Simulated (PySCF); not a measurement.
Isomers of C4H15NOSi3, one GFN2-xTB conformer each. Single-point energies are computed at PBE0/pcSseg-1 (PySCF, gas phase, no added dispersion term), electronic only.

Task: Rank them by PBE0/pcSseg-1 energy, lowest first (kJ/mol).
A. `[CH3:1][O:2][C@@H:3]1[SiH2:4][CH2:5][SiH2:6][CH2:7][Si@H:8]1[NH2:9]` with C1–O2–C3–Si4 -73°, C7–Si8–N9–H -60° and 165°, O2–C3–Si4–C5 -170°, C3–Si4–C5–Si6 57°, Si4–C5–Si6–C7 -57°, C5–Si6–C7–Si8 52°
B. `[CH3:1]/[C:2](=[CH:3]/[N:4]([SiH3:5])[SiH3:6])[CH2:7][O:8][SiH3:9]` with C1–C2–C7–O8 -71°, C2–C7–O8–Si9 -166°
C. `[CH3:1][CH2:2][C@@H:3]1[CH2:4][SiH2:5][NH:6][Si@H:7]1[O:8][SiH3:9]` with C1–C2–C3–C4 -175°, N6–Si7–O8–Si9 40°, C2–C3–C4–Si5 -165°, C3–C4–Si5–N6 29°, C4–Si5–N6–Si7 -8°, Si5–N6–Si7–O8 -132°
D. `[NH2:1][SiH2:2][SiH2:3][O:4][SiH:5]1[CH2:6][CH2:7][CH2:8][CH2:9]1` with H–N1–Si2–Si3 -174° and 49°, N1–Si2–Si3–O4 -177°, Si2–Si3–O4–Si5 180°, Si3–O4–Si5–C6 -51°, O4–Si5–C6–C7 135°, Si5–C6–C7–C8 -39°, C6–C7–C8–C9 52°, C7–C8–C9–Si5 -37°

Result: C (0.0), D (85.0), A (256.4), B (350.3).

As drawn, the lowest has an N–H bond and an Si–C bond, which the highest lacks; the highest has a C=C bond outside aromatic rings, which the lowest lacks. GFN2-xTB itself gives, in the same order: 0.0, 122.6, 469.4, 179.1. Both levels put the same isomer lowest; measured from each level's own lowest isomer, the values differ by up to 213.0 kJ/mol (CO[C@@H]1[SiH2]C[SiH2]C[Si@H]1N: 469.4 against 256.4).

Task: Which frontier levels, dipoles and rotational constants go with these structures?

Result: 
| SMILES | HOMO (eV, PBE0/pcSseg-1) | LUMO (eV) | dipole (D) | A, B, C (MHz) |
| --- | --- | --- | --- | --- |
| CC[C@@H]1C[SiH2]N[Si@H]1O[SiH3] | -7.22 | 0.34 | 0.61 | 1131, 790.1, 523.1 |
| N[SiH2][SiH2]O[SiH]1CCCC1 | -7.22 | -0.59 | 1.23 | 2936, 365.2, 363.5 |
| CO[C@@H]1[SiH2]C[SiH2]C[Si@H]1N | -6.78 | 0.50 | 1.43 | 1250, 815.3, 526.0 |
| C/C(=C/N([SiH3])[SiH3])CO[SiH3] | -6.31 | 0.02 | 0.87 | 1466, 549.6, 429.0 |
